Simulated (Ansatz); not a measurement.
ClFMoO$_{2}$ (`[O]=[Mo](=[O])([F])[Cl]`). The species carries charge 0 and has multiplicity 1. Mo: def2 effective core potential. All single points use the PBE0-D4/def2-TZVP geometry.

```xyz
5

O     0.109    0.719    1.538
Mo    0.066   -0.037    0.058
O     1.598    0.076   -0.578
F    -0.403   -1.801    0.264
Cl   -1.371    1.044   -1.282
```

(1) What is the dipole moment at r2SCAN/def2-TZVPP? (Estimate.)

(2) And with PBE, B3LYP, ωB97M-V? (Best estimate.)

(3) Give the Mulliken charges with r2SCAN, PBE, ωB97M-V in def2-TZVPP. (An estimate is asked.)

## Answers

(1) The calculation gave: 1.12 D, with components (-0.93, -0.22, -0.59) D in this frame, pointing from negative to positive charge.

(2) The calculation gave: PBE 1.10 D, B3LYP 1.18 D, ωB97M-V 1.08 D.

(3) Ansatz gave: 
```csv
atom,r2SCAN,PBE,ωB97M-V
O1,-0.46,-0.41,-0.45
Mo2,1.57,1.41,1.52
O3,-0.46,-0.41,-0.45
F4,-0.37,-0.33,-0.38
Cl5,-0.27,-0.25,-0.24
```

B3LYP here is the variant with VWN-RPA as its local correlation; programs differ in this.
